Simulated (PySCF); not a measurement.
# Excitation energy of Nb by level of theory

Nb [Kr] 4d4 5s1 (6D) → Nb [Kr] 4d3 5s2 (4F), as a difference of total energies. Computed with PySCF 2.14 in x2c-TZVPPall with one added diffuse shell each of s, p, d, f type (9s7p7d3f1g, 95 functions), with scalar relativity by spin-free X2C-1e. Correlated levels: valence: [Kr] frozen; valence and next inner shell: [Ar] 3d10 frozen. The calculations carry no spin-orbit coupling.

```csv
method,excitation energy (eV),error (eV)
UHF,0.732,+0.548
LDA,0.781,+0.597
PBE,0.889,+0.705
PBE0,0.847,+0.663
r2SCAN,1.038,+0.854
B3LYP,0.346,+0.162
PW91,0.898,+0.714
PBEsol,0.987,+0.803
BLYP,0.354,+0.170
MP2 (valence),0.372,+0.188
SCS-MP2 (valence),-0.281,-0.465
MP2 (valence and next inner shell),0.502,+0.318
SCS-MP2 (valence and next inner shell),-0.059,-0.243
```

Reference: 0.184 eV (measured; NIST levels, between the centres of gravity of the two terms).

Errors of the correlated levels include the incompleteness of this basis and the frozen core.
